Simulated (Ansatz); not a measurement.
Ansatz (an electronic-structure program) input:

Ansatz 0.2 input:
```yaml
crystal:
  periodic: [false, false, false]
  atoms:
    - {symbol: F, position_ang: [1.34890204, 0.41912652, -0.79375472]}
    - {symbol: C, position_ang: [0.37436218, 0.07369748, 0.08190089]}
    - {symbol: F, position_ang: [0.99190072, -0.07109754, 1.27919053]}
    - {symbol: C, position_ang: [-0.88901082, 0.92750623, 0.06623804]}
    - {symbol: C, position_ang: [-1.56896671, -0.38367707, -0.36094099]}
    - {symbol: O, position_ang: [-0.28397136, -1.08163743, -0.30469827]}
    - {symbol: H, position_ang: [-0.87414125, 1.72035656, -0.67576421]}
    - {symbol: H, position_ang: [-1.16986936, 1.31427114, 1.04139520]}
    - {symbol: H, position_ang: [-1.97677581, -0.40610795, -1.37002631]}
    - {symbol: H, position_ang: [-2.27297553, -0.81284099, 0.34987157]}
basis:
  gaussian:
    orbitals: def2-TZVP
hamiltonian:
  xc: b3lyp
  dispersion: d3bj
phonons: {temperatures: {t_min: 298.15, t_max: 298.15, t_step: 100}}
```

Problem. What final total energy does it print?

Solution. -391.79123 Eh (B3LYP-D3(BJ)/def2-TZVP). The basis has 210 functions. The run takes around 3 core-minutes (rough).
